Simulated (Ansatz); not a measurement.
`FC(F)CC(F)(F)F`, relaxed with RKS PBE0-D4/def2-TZVP in Ansatz from a PBE-D4/def2-SVP geometry. The force threshold is 0.005 eV/Å; the program also tests the step.

Total charge 0; spin multiplicity 1.

Start:

```xyz
11

F     1.907   -1.492   -0.234
C     0.963   -0.756    0.425
F     1.605    0.134    1.236
C     0.112   -0.019   -0.598
C    -1.063    0.733    0.001
F    -1.845   -0.100    0.739
F    -1.837    1.263   -0.972
F    -0.671    1.739    0.808
H     0.363   -1.442    1.067
H     0.757    0.694   -1.148
H    -0.291   -0.753   -1.323
```

Problem. By how much does the energy fall, and how many steps does the optimiser take? (Best estimate.)

Solution. Computed: 4.84 kJ/mol, in 7 steps.

Problem. Which bonds change most? (Best estimate.)

Solution. Computed: C2–H9 from 1.114 to 1.094 Å; C5–F6 from 1.360 to 1.342 Å; C4–H10 from 1.108 to 1.091 Å; C4–H11 from 1.107 to 1.091 Å.

Problem. Give the relaxed structure. (An estimate is asked.)

Solution. Computed: 
```xyz
11

F     1.854   -1.518   -0.234
C     0.955   -0.746    0.427
F     1.653    0.125    1.191
C     0.117   -0.011   -0.592
C    -1.062    0.720   -0.001
F    -1.850   -0.112    0.699
F    -1.812    1.257   -0.970
F    -0.699    1.707    0.819
H     0.373   -1.391    1.091
H     0.745    0.705   -1.125
H    -0.274   -0.736   -1.307
```
